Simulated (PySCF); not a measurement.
Species: (H2Al-mu-PH2)3.
Geometry (PBE0-D3(BJ)/def2-SVP, Å), atoms numbered from 1 in this order:
```xyz
18
Al3H12P3 angstrom
Al     2.2187   -0.1656   -1.1686
H      3.5319    0.7064   -0.9470
H      2.0761   -1.3238   -2.2517
P      0.3224    1.3279   -1.4834
Al    -2.0227    0.6839   -1.3979
H     -2.8998    1.9798   -1.1041
H     -2.2777   -0.3231   -2.6038
P     -1.9385   -0.5735    0.6924
Al    -0.2068   -0.1116    2.3349
H      0.0264    1.4658    2.2884
H     -0.4402   -0.9451    3.6692
P      1.5880   -1.0767    1.0094
H      0.5028    2.4563   -0.6429
H      0.5170    1.9600   -2.7396
H     -3.2039   -0.4652    1.3242
H     -1.9482   -1.9660    0.4205
H      2.7564   -1.1456    1.8106
H      1.3418   -2.4669    0.8669
```

Definitions: NICS(0) = −σiso at the ring centroid; NICS(1) = −σiso and NICS(1)zz = −σzz at ±1 Å along the ring normal z. Level: GIAO B3LYP/pcSseg-1 (pcSseg-2 on Al) (PySCF, non-relativistic, gas phase) on the PBE0-D3(BJ)/def2-SVP geometry, one conformer.

Ring bond lengths (Å): Al1–P4 2.434, P4–Al5 2.433, Al5–P8 2.441, P8–Al9 2.431, Al9–P12 2.431, P12–Al1 2.444.

Question: Give the NICS values of each ring in ppm.

Answer: 
| ring | type | NICS(0) | NICS(1), two faces | NICS(1)zz, two faces | rms pucker (Å) | centre to ring atoms, mean (Å) |
| --- | --- | --- | --- | --- | --- | --- |
| Al1–P4–Al5–P8–Al9–P12 | 6-membered ring with 3 Al and 3 P | -2.0 | -2.2 / -2.1 | 4.4 / 4.6 | 0.52 | 2.29 |

Question: What do they say, and how far can they be read as aromaticity?

Answer: 
- Al1–P4–Al5–P8–Al9–P12: mean NICS(1)zz 4.5 ppm, deshielded. Al1, P4, Al5, P8, Al9, P12 have four or more neighbours, and the NICS criterion for π rings isn't applied.

Question: At the second NICS(1) probe listed for ring Al1–P4–Al5–P8–Al9–P12, 1 Å off the ring, what do the in-plane components average?

Answer: The isotropic value is a third of the trace: (3 × -2.1 − (4.6))/2 = -5.5 ppm.

Question: How shielded are the nuclei of the rings and their hydrogens (means over atoms taken as equivalent)?

Answer: 
```json
{"atoms": "Al1 (×3)", "environment": "aluminium bonded to 2 P and 2 H", "σ isotropic (ppm)": "433.2", "principal values of the symmetric part, first atom (ppm)": "414.9, 420.1, 458.6"}
{"atoms": "H2 (×6)", "environment": "hydrogen on aluminium", "σ isotropic (ppm)": "27.05", "principal values of the symmetric part, first atom (ppm)": "23.5, 25.2, 32.2"}
{"atoms": "P4 (×3)", "environment": "phosphorus bonded to 2 Al and 2 H", "σ isotropic (ppm)": "538.5", "principal values of the symmetric part, first atom (ppm)": "489.1, 524.7, 604.4"}
{"atoms": "H13 (×6)", "environment": "hydrogen on phosphorus", "σ isotropic (ppm)": "28.97", "principal values of the symmetric part, first atom (ppm)": "24.3, 26.3, 35.5"}
```

Question: How do the values depend on the level or the medium?

Answer: 
```tsv
level	NICS(0), Al1–P4–Al5–P8–Al9–P12	mean NICS(1)zz, Al1–P4–Al5–P8–Al9–P12
B3LYP/pcSseg-1 (pcSseg-2 on Al), gas	-2.0	4.5
PBE/pcSseg-1 (pcSseg-2 on Al), gas	-2.1	4.6
PBE0/pcSseg-1 (pcSseg-2 on Al), gas	-2.2	4.5
```

The geometry is the same throughout.
